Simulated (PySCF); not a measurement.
Basis and Hamiltonian dependence of the excitation energy of Pb

Pb [Xe] 4f14 5d10 6s2 6p2 (3P) → Pb [Xe] 4f14 5d10 6s1 6p3, s spin flipped. All values are computed (PySCF 2.14, energy differences of UHF-based or UKS calculations, no spin-orbit coupling). Values in eV.

| basis | Hamiltonian | functions | UHF | LDA | PBE0 | MP2 (valence) |
| --- | --- | --- | --- | --- | --- | --- |
| aug-cc-pVTZ-PP with ECP60MDF | ECP | 55 | 9.928 | 8.610 | 8.942 | 9.139 |
| cc-pwCVTZ-PP with ECP60MDF | ECP | 80 | 9.935 | 8.620 | 8.953 | 9.169 |
| x2c-TZVPPall | spin-free X2C | 83 | 9.925 | 8.577 | 8.922 | 9.156 |
| aug-cc-pVQZ-PP with ECP60MDF | ECP | 92 | 9.934 | 8.616 | 8.950 | 9.144 |
| ANO-RCC-VTZP | spin-free X2C | 93 | 9.922 | 8.572 | 8.917 | 9.158 |
| x2c-TZVPPall with one added diffuse shell each of s, p, d, f type | spin-free X2C | 99 | 9.923 | 8.584 | 8.927 | 9.151 |
| aug-cc-pVQZ-PP with one added diffuse shell each of s, p, d, f, g type with ECP60MDF | ECP | 117 | 9.934 | 8.616 | 8.951 | 9.144 |
| aug-cc-pwCVTZ-DK3 with one added diffuse shell each of s, d, f type | spin-free X2C | 138 | 9.909 | n/a | n/a | n/a |

Frozen in the all-electron rows: valence: [Xe] 4f14 5d10; with a core potential, the same shells as far as they lie outside it.

In the upper determinant the s electron has its spin opposite to the other open shell, which mixes two multiplicities. Spin-orbit coupling is strong in these open shells (close to jj coupling), so the scalar numbers refer to model states. The upper state lies above the first ionisation limit, where it may autoionise and the basis confines it.
